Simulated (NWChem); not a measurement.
System: CH$_{4}$O$_{4}$Si; SMILES O=CO[SiH](O)O

Excerpt of the output:

```
             Northwest Computational Chemistry Package (NWChem) 7.3.0
             --------------------------------------------------------

                             Geometry "geometry" -> ""
                             -------------------------

 Output coordinates in angstroms (scale by  1.889725989 to convert to a.u.)

  No.       Tag          Charge          X              Y              Z
 ---- ---------------- ---------- -------------- -------------- --------------
    1 O                    8.0000    -0.56317500     2.05231100    -0.52757500
    2 C                    6.0000     0.58146000     1.74447100    -0.22986600
    3 O                    8.0000     0.99205800     0.55253400     0.20313200
    4 Si                  14.0000    -0.03645700    -0.83764400     0.48547700
    5 O                    8.0000    -1.55538900    -0.42041500    -0.01011500
    6 O                    8.0000     0.59203900    -2.13107200    -0.33503600
    7 H                    1.0000     1.43513500     2.46545900    -0.29511700
    8 H                    1.0000     0.13695000    -1.14996100     1.92500000
    9 H                    1.0000    -1.56339800     0.53991000    -0.26480000
   10 H                    1.0000     0.35403200    -2.18664800    -1.27767600

 Effective nuclear repulsion energy (a.u.)     317.3352611236

                                 NWChem DFT Module
                                 -----------------

 Summary of "ao basis" -> "ao basis" (spherical)
 ------------------------------------------------------------------------------
       Tag                 Description            Shells   Functions and Types
 ---------------- ------------------------------  ------  ---------------------
 O                           6-31g*                  6       14   3s2p1d
 C                           6-31g*                  6       14   3s2p1d
 Si                          6-31g*                  8       18   4s3p1d
 H                           6-31g*                  2        2   2s

 in cosmo_initialize ...
 calling solv_data for solv:h2o

 solvent parameters
 solvname_short: h2o
 solvname_long:  water
 dielec:       78.4000
 dielecinf:     1.7769
 aqueous SMD model solvent descriptors
 dielec:       78.4000
 sola:          0.8200

          ---------------
          -cosmo- solvent
          ---------------
 Cosmo: York-Karplus, doi: 10.1021/jp992097l
 dielectric constant -eps-     =  78.40
 screen = (eps-1)/(eps    )    =   0.98724
 surface charge correction     = lagrangian

   van der Waals surface
 --------------------------

 ---------- ATOMIC COORDINATES (A.U.) ------------ VDWR(ANG.) --
     1   -1.06424643    3.87830543   -0.99697219     1.520
     2    1.09880007    3.29657219   -0.43438375     1.850
     3    1.87471778    1.04413786    0.38386382     1.520
     4   -0.06889374   -1.58291764    0.91741850     2.470
     5   -2.93925902   -0.79446915   -0.01911458     1.520
     6    1.11879148   -4.02714214   -0.63312624     1.520
     7    2.71201191    4.65904195   -0.55769026     1.200
     8    0.25879797   -2.17311119    3.63772253     1.200
     9   -2.95439383    1.02028196   -0.50039944     1.200
    10    0.66902347   -4.13216555   -2.41445754     1.200
 number of segments per atom =        128
 number of   points per atom =        128
 atom (   nspa,  nppa )
 ----------------------
    1 (     64,     0 )       0
    2 (     62,     0 )       0
    3 (     30,     0 )       0
    4 (     82,     0 )       0
    5 (     44,     0 )       0
    6 (     41,     0 )       0
    7 (     56,     0 )       0
    8 (     31,     0 )       0
    9 (     42,     0 )       0
   10 (     63,     0 )       0
 number of -cosmo- surface points =      515
 molecular surface =    119.117 angstrom**2
 molecular volume  =    101.403 angstrom**3
 -lineq- algorithm             =   0
 -bem- low  level              =   3
 -bem- from -octahedral-
 gaussian surface charge width =   4.50000
 degree of switching           =   1.00000
 switching function tolerance  =   0.00010
 atomic radii =
 --------------
    1  8.000  1.520
    2  6.000  1.850
    3  8.000  1.520
    4 14.000  2.470
    5  8.000  1.520
    6  8.000  1.520
    7  1.000  1.200
    8  1.000  1.200
    9  1.000  1.200
   10  1.000  1.200
 ...... end of -cosmo- initialization ......

 nat:                    10
 ixmem:                  5529
 calling mnsol_interface()
 G(SMD-CDS) energy (kcal/mol)  =     4.498
 SMD-CDS SASA (angstrom**2)    =   145.097

            General Information
            -------------------
          SCF calculation type: DFT
          Wavefunction type:  closed shell.
          No. of atoms     :    10
          No. of electrons :    56
           Alpha electrons :    28
            Beta electrons :    28
          Charge           :     0
          Spin multiplicity:     1
          Use of symmetry is: off; symmetry adaption is: off
          Maximum number of iterations: 150
          AO basis - number of functions:    96
                     number of shells:    46
          Convergence on energy requested:  1.00D-06
          Convergence on density requested:  1.00D-05
          Convergence on gradient requested:  5.00D-04

              XC Information
              --------------
                         B3LYP Method XC Potential
                     Hartree-Fock (Exact) Exchange  0.200
                        Slater Exchange Functional  0.800 local
                    Becke 1988 Exchange Functional  0.720 non-local
              Lee-Yang-Parr Correlation Functional  0.810
                  VWN I RPA Correlation Functional  0.190 local

             Grid Information
             ----------------
          Grid used for XC integration:  medium
          Radial quadrature: Mura-Knowles
          Angular quadrature: Lebedev.
          Tag              B.-S. Rad. Rad. Pts. Rad. Cut. Ang. Pts.
          ---              ---------- --------- --------- ---------
          O                   0.60       49          11.0       434
          C                   0.70       49          10.0       434
          Si                  1.10       88          10.0       590
          H                   0.35       45          11.0       434
          Grid pruning is: on
          Number of quadrature shells:   513
          Spatial weights used:  Erf1

      Superposition of Atomic Density Guess
      -------------------------------------

 Sum of atomic energies:        -627.48790075

      Non-variational initial energy
      ------------------------------

 Total energy =    -629.579434
 1-e energy   =   -1497.034988
 2-e energy   =     550.120293
 HOMO         =      -0.384630
 LUMO         =       0.034516

   convergence    iter        energy       DeltaE   RMS-Dens  Diis-err
 ---------------- ----- ----------------- --------- --------- ---------
     COSMO gas phase
 d= 0,ls=0.0,diis     1   -630.8345802886 -9.48D+02  1.88D-02  1.70D+00
 d= 0,ls=0.0,diis     2   -630.5451593382  2.89D-01  1.23D-02  4.95D+00
 d= 0,ls=0.0,diis     3   -631.0045846360 -4.59D-01  3.66D-03  2.14D-01
 d= 0,ls=0.0,diis     4   -631.0181434193 -1.36D-02  1.43D-03  7.76D-02
 d= 0,ls=0.0,diis     5   -631.0253763218 -7.23D-03  2.00D-04  7.99D-04
  Resetting Diis
 d= 0,ls=0.0,diis     6   -631.0254503943 -7.41D-05  5.67D-05  5.48D-05
 d= 0,ls=0.0,diis     7   -631.0254558788 -5.48D-06  3.56D-05  7.58D-06
 d= 0,ls=0.0,diis     8   -631.0254546461  1.23D-06  2.25D-05  2.10D-05
 d= 0,ls=0.0,diis     9   -631.0254565589 -1.91D-06  3.12D-06  2.35D-07
 d= 0,ls=0.0,diis    10   -631.0254565790 -2.01D-08  1.09D-06  3.23D-08

   convergence    iter        energy       DeltaE   RMS-Dens  Diis-err
 ---------------- ----- ----------------- --------- --------- ---------
     COSMO solvation phase
 d= 0,ls=0.0,diis     1   -631.0356700942 -1.02D-02  1.85D-03  8.55D-03
 d= 0,ls=0.0,diis     2   -631.0372351024 -1.57D-03  5.54D-04  6.26D-03
 d= 0,ls=0.0,diis     3   -631.0376397833 -4.05D-04  2.72D-04  1.96D-03
 d= 0,ls=0.0,diis     4   -631.0378095372 -1.70D-04  8.88D-05  2.02D-04
 d= 0,ls=0.0,diis     5   -631.0378264943 -1.70D-05  2.53D-05  2.35D-05
 d= 0,ls=0.0,diis     6   -631.0378286654 -2.17D-06  4.22D-06  1.65D-07
 d= 0,ls=0.0,diis     7   -631.0378286786 -1.32D-08  1.50D-06  5.76D-08

         Total DFT energy =     -631.037828678565
      One electron energy =    -1500.882891676180
           Coulomb energy =      614.707103465056
    Exchange-Corr. energy =      -62.345711812839
 Nuclear repulsion energy =      317.335261123596

             COSMO energy =        0.148410221801

 Numeric. integr. density =       55.999998514963

                                COSMO-SMD solvation results
                                ---------------------------

             internal energy in gas <Psi(g)|H|Psi(g)> =      -631.025456578978
         internal energy in solvent <Psi(s)|H|Psi(s)> =      -631.022969186428
                               delta internal energy  =         0.002487392550 (    1.56 kcal/mol)
   total free energy in solvent <Psi(s)|H+V/2|Psi(s)> =      -631.044996156808
 polarization energy contribution <Psi(s)|V/2|Psi(s)> =        -0.022026970379 (  -13.82 kcal/mol)
    total free energy in solvent including G(SMD-CDS) =      -631.037828678565
                       G(SMD-CDS) energy contribution =         0.007167478242 (    4.50 kcal/mol)
     1 M fixed-concentration free energy of solvation =        -0.012372099587 (   -7.76 kcal/mol)

                       DFT Final Molecular Orbital Analysis
                       ------------------------------------

 Vector   26  Occ=2.000000D+00  E=-3.390785D-01
              MO Center=  2.9D-01,  1.5D-01, -1.5D-01, r^2= 4.0D+00
   Bfn.  Coefficient  Atom+Function         Bfn.  Coefficient  Atom+Function
  ----- ------------  ---------------      ----- ------------  ---------------
    33      0.371990   3 O  pz                5     -0.315252   1 O  pz
    37      0.281884   3 O  pz               77      0.258359   6 O  px
     9     -0.228057   1 O  pz               78      0.221030   6 O  py
    81      0.191274   6 O  px               82      0.160672   6 O  py
    32      0.146462   3 O  py                4     -0.139331   1 O  py

 Vector   27  Occ=2.000000D+00  E=-3.305708D-01
              MO Center= -8.3D-01, -5.4D-01,  1.5D-01, r^2= 2.9D+00
   Bfn.  Coefficient  Atom+Function         Bfn.  Coefficient  Atom+Function
  ----- ------------  ---------------      ----- ------------  ---------------
    65      0.471387   5 O  pz               69      0.356810   5 O  pz
    92     -0.214855   8 H  s                77     -0.206510   6 O  px
    64      0.156994   5 O  py                5     -0.148894   1 O  pz
    81     -0.147735   6 O  px               91     -0.135456   8 H  s
    68      0.120736   5 O  py               78      0.120755   6 O  py

 Vector   28  Occ=2.000000D+00  E=-3.066561D-01
              MO Center= -2.5D-01,  1.6D+00, -3.3D-01, r^2= 2.4D+00
   Bfn.  Coefficient  Atom+Function         Bfn.  Coefficient  Atom+Function
  ----- ------------  ---------------      ----- ------------  ---------------
     4      0.508428   1 O  py                8      0.365162   1 O  py
     3      0.201627   1 O  px               32      0.181252   3 O  py
    90     -0.172408   7 H  s                89     -0.156995   7 H  s
    64      0.146650   5 O  py               36      0.143600   3 O  py
     7      0.122197   1 O  px               68      0.120574   5 O  py

 Vector   29  Occ=0.000000D+00  E=-1.899667D-02
              MO Center=  3.4D-01,  1.6D+00, -2.3D-01, r^2= 2.0D+00
   Bfn.  Coefficient  Atom+Function         Bfn.  Coefficient  Atom+Function
  ----- ------------  ---------------      ----- ------------  ---------------
    19      0.534028   2 C  pz               23      0.532156   2 C  pz
     9     -0.386800   1 O  pz                5     -0.353915   1 O  pz
    37     -0.224871   3 O  pz               33     -0.215264   3 O  pz
    18      0.162511   2 C  py               54     -0.156976   4 Si py
    55     -0.146040   4 Si pz               22      0.141794   2 C  py

 Vector   30  Occ=0.000000D+00  E= 4.619745D-02
              MO Center= -4.4D-01, -1.4D+00,  6.0D-02, r^2= 4.2D+00
   Bfn.  Coefficient  Atom+Function         Bfn.  Coefficient  Atom+Function
  ----- ------------  ---------------      ----- ------------  ---------------
    52      0.725570   4 Si s                80     -0.651983   6 O  s
    54     -0.623097   4 Si py               66     -0.563385   5 O  s
    53     -0.356400   4 Si px               96      0.339636  10 H  s
    92     -0.337299   8 H  s                94      0.334365   9 H  s
    55     -0.243188   4 Si pz               81      0.235722   6 O  px

 Vector   31  Occ=0.000000D+00  E= 5.361537D-02
              MO Center=  2.5D-01, -9.6D-01,  3.5D-01, r^2= 4.6D+00
   Bfn.  Coefficient  Atom+Function         Bfn.  Coefficient  Atom+Function
  ----- ------------  ---------------      ----- ------------  ---------------
    53      0.914603   4 Si px               80     -0.623702   6 O  s
    66      0.475331   5 O  s                34     -0.405870   3 O  s
    96      0.382738  10 H  s                49      0.355735   4 Si px
    54     -0.274514   4 Si py               20      0.195627   2 C  s
    55     -0.196230   4 Si pz               69      0.149667   5 O  pz

     Multipole analysis of the density
     ---------------------------------

     L   x y z        total         alpha         beta         nuclear
     -   - - -        -----         -----         ----         -------
     0   0 0 0     -0.000000    -28.000000    -28.000000     56.000000

     1   1 0 0      0.709060      1.237651      1.237651     -1.766242
     1   0 1 0      0.293563      1.247137      1.247137     -2.200711
     1   0 0 1     -0.391828     -0.335883     -0.335883      0.279938

     2   2 0 0    -33.392257    -86.802949    -86.802949    140.213640
     2   1 1 0      3.443862      4.306226      4.306226     -5.168589
     2   1 0 1     -1.087861     -2.829635     -2.829635      4.571409
     2   0 2 0    -31.377484   -220.024858   -220.024858    408.672232
     2   0 1 1      3.034655     20.100712     20.100712    -37.166768
     2   0 0 2    -27.313953    -36.096742    -36.096742     44.879531
```

Level: B3LYP/6-31G* (spherical d), SMD on the gas-phase geometry. Structure relaxed at the PBE-D3(BJ)/def2-SVP level. B3LYP is NWChem's, with the RPA form of VWN correlation. Solvent: water.

Write an input that gives this output.

One answer among several that fit: the input that was run:
```
start job
memory heap 200 mb stack 900 mb global 1100 mb
geometry units angstroms noautosym nocenter noautoz
  O     -0.563175     2.052311    -0.527575
  C      0.581460     1.744471    -0.229866
  O      0.992058     0.552534     0.203132
  Si    -0.036457    -0.837644     0.485477
  O     -1.555389    -0.420415    -0.010115
  O      0.592039    -2.131072    -0.335036
  H      1.435135     2.465459    -0.295117
  H      0.136950    -1.149961     1.925000
  H     -1.563398     0.539910    -0.264800
  H      0.354032    -2.186648    -1.277676
end
basis spherical
  O library 6-31g*
  C library 6-31g*
  Si library 6-31g*
  H library 6-31g*
end
dft
  xc b3lyp
  iterations 150
end
cosmo
  do_cosmo_smd true
  solvent water
end
task dft energy
```
